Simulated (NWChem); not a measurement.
Program: NWChem. System: Cl4Ge, charge 0, spin multiplicity 1, at a geometry optimised with PBE0/def2-SVP. The structure started from a generated list of species. Level: PBE0/def2-TZVP.

Job file:

```
start mol
memory heap 200 mb stack 900 mb global 1100 mb
geometry units angstroms nocenter noautoz
  Cl     1.736666     0.000000    -1.227619
  Ge     0.000000     0.000000     0.000032
  Cl    -1.736666     0.000000    -1.227619
  Cl     0.000000    -1.736662     1.227589
  Cl     0.000000     1.736662     1.227589
  symmetry group C2v
end
basis spherical
  * library def2-tzvp
end
dft
  xc pbe0
  semidirect memsize 60000000 filesize 0
  iterations 100
end
task dft energy
```

Output (cleaned and shortened):

```
             Northwest Computational Chemistry Package (NWChem) 7.3.0
             --------------------------------------------------------

                                NWChem Input Module
                                -------------------

 Scaling coordinates for geometry "geometry" by  1.889725989
 (inverse scale =  0.529177249)

 Turning off AUTOSYM since
 SYMMETRY directive was detected!

                             Geometry "geometry" -> ""
                             -------------------------

 Output coordinates in angstroms (scale by  1.889725989 to convert to a.u.)

  No.       Tag          Charge          X              Y              Z
 ---- ---------------- ---------- -------------- -------------- --------------
    1 Cl                  17.0000     1.73666600     0.00000000    -1.22761900
    2 Ge                  32.0000     0.00000000     0.00000000     0.00003200
    3 Cl                  17.0000    -1.73666600     0.00000000    -1.22761900
    4 Cl                  17.0000     0.00000000    -1.73666200     1.22758900
    5 Cl                  17.0000     0.00000000     1.73666200     1.22758900

 Effective nuclear repulsion energy (a.u.)     805.6463843240

            Nuclear Dipole moment (a.u.)
            ----------------------------
        X                 Y               Z
 ---------------- ---------------- ----------------
     0.0000000000     0.0000000000     0.0000075589

      Symmetry information
      --------------------

 Group name             C2v
 Group number             16
 Group order               4
 No. of unique centers     3

      Symmetry unique atoms

     1    2    4


 Summary of "ao basis" -> "" (spherical)
 ------------------------------------------------------------------------------
       Tag                 Description            Shells   Functions and Types
 ---------------- ------------------------------  ------  ---------------------
 *                         def2-tzvp                  on all atoms

                                 NWChem DFT Module
                                 -----------------

 Summary of "ao basis" -> "ao basis" (spherical)
 ------------------------------------------------------------------------------
       Tag                 Description            Shells   Functions and Types
 ---------------- ------------------------------  ------  ---------------------
 Cl                        def2-tzvp                13       37   5s5p2d1f
 Ge                        def2-tzvp                16       48   6s5p4d1f

 Summary of "ao basis" -> "ao basis" (spherical)
 ------------------------------------------------------------------------------
       Tag                 Description            Shells   Functions and Types
 ---------------- ------------------------------  ------  ---------------------
 Cl                        def2-tzvp                13       37   5s5p2d1f
 Ge                        def2-tzvp                16       48   6s5p4d1f

      Symmetry analysis of basis
      --------------------------

        a1         71
        a2         29
        b1         48
        b2         48

            General Information
            -------------------
          SCF calculation type: DFT
          Wavefunction type:  closed shell.
          No. of atoms     :     5
          No. of electrons :   100
           Alpha electrons :    50
            Beta electrons :    50
          Charge           :     0
          Spin multiplicity:     1
          Use of symmetry is: on ; symmetry adaption is: on
[...]
 d= 0,ls=0.0,diis     4  -3917.1740562403 -3.72D-02  2.38D-04  1.04D-02    17.6
 d= 0,ls=0.0,diis     5  -3917.1747478207 -6.92D-04  3.62D-05  3.00D-04    18.9
  Resetting Diis
 d= 0,ls=0.0,diis     6  -3917.1747684016 -2.06D-05  8.78D-06  6.96D-06    20.2
 d= 0,ls=0.0,diis     7  -3917.1747690475 -6.46D-07  1.29D-06  5.74D-08    21.4

         Total DFT energy =    -3917.174769047479
      One electron energy =    -7042.761343799510
           Coulomb energy =     2511.301696409501
    Exchange-Corr. energy =     -191.361505981511
 Nuclear repulsion energy =      805.646384324041

 Numeric. integr. density =       99.999999828835

     Total iterative time =     17.9s

                  Occupations of the irreducible representations
                  ----------------------------------------------

                     irrep           alpha         beta
                     --------     --------     --------
                     a1               21.0         21.0
                     a2                5.0          5.0
                     b1               12.0         12.0
                     b2               12.0         12.0

                       DFT Final Molecular Orbital Analysis
                       ------------------------------------

 Vector   48  Occ=2.000000D+00  E=-3.554179D-01  Symmetry=b2
              MO Center=  1.7D-14,  7.4D-12,  6.0D-01, r^2= 5.2D+00
   Bfn.  Coefficient  Atom+Function         Bfn.  Coefficient  Atom+Function
  ----- ------------  ---------------      ----- ------------  ---------------
   139      0.286876  4 Cl pz               176     -0.286876  5 Cl pz
    16     -0.203080  1 Cl py               101     -0.203080  3 Cl py
   138      0.202583  4 Cl py               175      0.202583  5 Cl py
   142      0.177862  4 Cl pz               179     -0.177862  5 Cl pz
   136      0.131262  4 Cl pz               173     -0.131262  5 Cl pz

 Vector   49  Occ=2.000000D+00  E=-3.554126D-01  Symmetry=b1
              MO Center= -2.5D-11, -9.7D-12, -6.0D-01, r^2= 5.2D+00
   Bfn.  Coefficient  Atom+Function         Bfn.  Coefficient  Atom+Function
  ----- ------------  ---------------      ----- ------------  ---------------
    17      0.286895  1 Cl pz               102     -0.286895  3 Cl pz
    15      0.202700  1 Cl px               100      0.202700  3 Cl px
   137     -0.202935  4 Cl px               174     -0.202935  5 Cl px
    20      0.177874  1 Cl pz               105     -0.177874  3 Cl pz
    14      0.131270  1 Cl pz                99     -0.131270  3 Cl pz

 Vector   50  Occ=2.000000D+00  E=-3.554074D-01  Symmetry=a2
              MO Center=  4.9D-14,  9.6D-12, -4.7D-04, r^2= 5.6D+00
   Bfn.  Coefficient  Atom+Function         Bfn.  Coefficient  Atom+Function
  ----- ------------  ---------------      ----- ------------  ---------------
    16      0.286916  1 Cl py               101     -0.286916  3 Cl py
   137      0.286815  4 Cl px               174     -0.286815  5 Cl px
    19      0.177885  1 Cl py               104     -0.177885  3 Cl py
   140      0.177822  4 Cl px               177     -0.177822  5 Cl px
    13      0.131279  1 Cl py                98     -0.131279  3 Cl py

 Vector   51  Occ=0.000000D+00  E=-8.742781D-02  Symmetry=a1
              MO Center= -3.5D-14,  3.6D-14, -2.2D-05, r^2= 5.0D+00
   Bfn.  Coefficient  Atom+Function         Bfn.  Coefficient  Atom+Function
  ----- ------------  ---------------      ----- ------------  ---------------
    43      0.901945  2 Ge s                 42      0.702633  2 Ge s
    41     -0.289597  2 Ge s                 18      0.241729  1 Cl px
   103     -0.241729  3 Cl px               141     -0.241733  4 Cl py
   178      0.241733  5 Cl py                 5     -0.207217  1 Cl s
    40     -0.207930  2 Ge s                 90     -0.207217  3 Cl s

 Vector   52  Occ=0.000000D+00  E= 8.103889D-03  Symmetry=a1
              MO Center=  8.6D-12, -4.8D-12,  8.2D-05, r^2= 4.5D+00
   Bfn.  Coefficient  Atom+Function         Bfn.  Coefficient  Atom+Function
  ----- ------------  ---------------      ----- ------------  ---------------
    58      0.903364  2 Ge pz                55      0.516622  2 Ge pz
    18     -0.288038  1 Cl px               103      0.288038  3 Cl px
   141     -0.288068  4 Cl py               178      0.288068  5 Cl py
    78      0.233995  2 Ge d  2               5      0.209418  1 Cl s
    90      0.209418  3 Cl s                127     -0.209442  4 Cl s

 Vector   53  Occ=0.000000D+00  E= 8.162054D-03  Symmetry=b1
              MO Center= -9.1D-12,  4.3D-14,  9.8D-02, r^2= 4.5D+00
   Bfn.  Coefficient  Atom+Function         Bfn.  Coefficient  Atom+Function
  ----- ------------  ---------------      ----- ------------  ---------------
    56      0.903509  2 Ge px                53      0.516634  2 Ge px
     5     -0.296308  1 Cl s                 90      0.296308  3 Cl s
    20     -0.288105  1 Cl pz               105      0.288105  3 Cl pz
   140     -0.255010  4 Cl px               177     -0.255010  5 Cl px
    77     -0.234142  2 Ge d  1              47     -0.190499  2 Ge px

 center of mass
 --------------
 x =   0.00000000 y =   0.00000000 z =   0.00000236

 moments of inertia (a.u.)
 ------------------
        1506.009219771298           0.000000000000           0.000000000000
           0.000000000000        1506.012689654097           0.000000000000
           0.000000000000           0.000000000000        1506.505135482277

     Multipole analysis of the density
     ---------------------------------

     L   x y z        total         alpha         beta         nuclear
     -   - - -        -----         -----         ----         -------
     0   0 0 0     -0.000000    -50.000000    -50.000000    100.000000

     1   1 0 0      0.000000      0.000000      0.000000      0.000000
     1   0 1 0     -0.000000     -0.000000     -0.000000      0.000000
     1   0 0 1      0.000184      0.000088      0.000088      0.000008

     2   2 0 0    -49.878482   -208.035385   -208.035385    366.192287
     2   1 1 0     -0.000000     -0.000000     -0.000000      0.000000
     2   1 0 1     -0.000000     -0.000000     -0.000000      0.000000
     2   0 2 0    -49.877663   -208.034131   -208.034131    366.190600
     2   0 1 1     -0.000000     -0.000000     -0.000000      0.000000
     2   0 0 2    -49.878071   -207.914635   -207.914635    365.951199

 Task  times  cpu:       21.5s     wall:       21.5s

 Total times  cpu:       21.6s     wall:       21.6s
```
